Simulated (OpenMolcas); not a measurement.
## Mo²⁺: CASPT2 settings compared

```
Program             : OpenMolcas
Basis               : ANO-R1 [6s4p3d1f]
Scalar Hamiltonian  : X2C, finite nucleus
Active space        : 4 electrons in 5 orbitals (4d)
State averaging     : 2S+1 = 5 even, 5 roots; 2S+1 = 3 even, 35 roots kept (CI in the orbitals of an earlier block); 2S+1 = 1 even, 28 roots kept (CI in the orbitals of an earlier block)
Spin-orbit coupling : RASSI with atomic mean-field integrals over the reference wave functions, term energies averaged over their components
```

Methods on the same reference wave functions:
A. CASSCF
B. SS-CASPT2, IPEA 0.15 Eh, imaginary shift 0.25 Eh (closed shells correlated: 3d 4s 4p)
C. XMS-CASPT2, IPEA 0.4 Eh, real shift 0.15 Eh (closed shells correlated: 4s 4p)
D. XMS-CASPT2, IPEA 0.35 Eh, imaginary shift 0.5 Eh (closed shells correlated: 3d 4s 4p)

Energies in cm⁻¹ above 4d⁴ ⁵D₀, the measured ground level; measured values from Sugar and Musgrove, J. Phys. Chem. Ref. Data 17, 155 (1988).

| Level | A | B | C | D | Measured |
| --- | --- | --- | --- | --- | --- |
| 4d⁴ ⁵D₀ | 0.0 | 0.0 | 0.0 | 0.0 | 0.0 |
| 4d⁴ ⁵D₁ | 220 | 233 | 227 | 227 | 242 |
| 4d⁴ ⁵D₂ | 626 | 652 | 640 | 639 | 668 |
| 4d⁴ ⁵D₃ | 1178 | 1207 | 1193 | 1193 | 1224 |
| 4d⁴ ⁵D₄ | 1846 | 1867 | 1857 | 1857 | 1872 |
| 4d⁴ ³H₄ | 15650 | 14700 | 15310 | 15540 | 12680 |
| 4d⁴ ³P₀ | 16006 | 12940 | 14170 | 14260 | 11149 |
| 4d⁴ ³H₅ | 16143 | 15270 | 15860 | 16100 | 13276 |
| 4d⁴ ³H₆ | 16632 | 15810 | 16380 | 16620 | 13811 |
| 4d⁴ ³P₁ | 17272 | 14240 | 15500 | 15580 | 12510 |
| 4d⁴ ³F₃ | 18165 | 15910 | 16900 | 17040 | 13948 |
| 4d⁴ ³F₂ | 18253 | 15920 | 16940 | 17090 | 13929 |
| 4d⁴ ³F₄ | 18415 | 16230 | 17180 | 17330 | 14296 |
| 4d⁴ ³P₂ | 19232 | 16180 | 17450 | 17520 | 14358 |
| 4d⁴ ³G₃ | 20095 | 18040 | 18920 | 19050 | 15871 |
| 4d⁴ ³G₄ | 20503 | 18460 | 19300 | 19430 | 16283 |
| 4d⁴ ³G₅ | 20784 | 18850 | 19680 | 19810 | 16714 |
| 4d⁴ ¹I₆ | 24055 | 22920 | 23230 | 23340 | 20290 |
| 4d⁴ ³D₃ | 25437 | 21830 | 23310 | 23250 | 19488 |
| 4d⁴ ³D₂ | 25558 | 21960 | 23420 | 23370 | 19577 |
| 4d⁴ ¹G₄ | 25753 | 23080 | 23480 | 23680 | 20612 |
| 4d⁴ ³D₁ | 25759 | 22150 | 23630 | 23570 |  |

Deviations, from unrounded energies. A percentage is the sum of absolute deviations over the sum of measured energies, with the sign that they share, or ± where signs differ.

```csv
Against measurement,Levels,A,B,C,D
mean absolute deviation (cm-1),20,3500,1700,2400,2500
fine structure of the ground term (%),4,-3.4,-1.2,-2.2,-2.3
other terms of the ground configuration (%),16,+27.8,+13.5,+19.4,+20.2
```

B lies closest to measurement on these levels and A furthest from it. The largest miss of B in the table is 4d⁴ ¹I₆, by +2600 cm-1. The ranking rests on the paired levels alone, and a cruder setting can come out closer through cancelling errors.

Among B to D the level of the table that moves most is 4d⁴ ³D₁, by 1500 cm-1 (lowest in B, highest in C). Moves below CASPT2's spread within the term are not significant.

The mean deviations of B to D differ by less than CASPT2's widest spread within a term (2300 cm-1), so their order carries little weight.

From A to B the spin-free energies of the other terms of 4d⁴ shown, above ⁵D, scale by factors of 0.82 to 0.95, as is usual when dynamic correlation screens the repulsion within a d or f shell.

The lowest spin-free term lies below A's lowest term by 0.212 hartree in B, 0.195 hartree in C, 0.209 hartree in D.

CASPT2 does not keep the components of a term degenerate, so their means are used; among the terms shown or strongly mixed into the levels shown the widest spread is 2300 cm-1 (4d⁴ ¹I, C). Levels of configurations with an s electron are missing; early in the row they begin among the upper levels of the d shell and mix with terms of their name. Terms from blocks run as CI alone lack orbitals of their own. The CASPT2 spread within a term exceeds the gap to the next term for 4d⁴ ³H and 4d⁴ ³P, 4d⁴ ³P and 4d⁴ ³F, 4d⁴ ¹G and 4d⁴ ¹I and others, so the order of their levels is uncertain, and so are names and mixing where such terms share a J (figures for C; the like holds for D). Without dynamic correlation excited terms often stand tens of per cent too high (terms of higher spin than the ground term too low), and those without a measured partner can miss by more than the paired ones (holds for A). Some levels mix across a computed gap that differs much from the measured one, so their mixing is not that of the real levels (holds for A). Some terms miss by over 15 % even with CASPT2, which points to a basis or an active space too small for the shells correlated (holds for B; C; D). Computed and measured levels are paired by configuration, term and J; levels that our copy of the source lacks, or whose pairing is in doubt (as where it misses far off the trend of its configuration), stay unpaired and out of the deviations. Only configurations of the active space appear. Levels that lie high or do not pair safely by name in every column are left out.
